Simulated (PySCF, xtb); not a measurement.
C₂H₇ClOSi, SMILES C[C@@H](O)[SiH2]Cl.

GFN2-xTB (xtb 6.7.1) at its own geometry gives an orbital gap of 5.08 eV and a dipole moment of 2.99 D.

The structure is a stationary point at PBE-D3(BJ)/def2-SVP. The structure was generated by enumeration; whether it is a known compound was not checked. The values are those of a single conformer.

### Question
What does HF/def2-TZVP in PySCF give? (The exact figures need the calculation; the answer reports its results.)

### Answer
gap 14.16 eV (levels -11.03 and 3.12 eV), dipole 2.88 D.
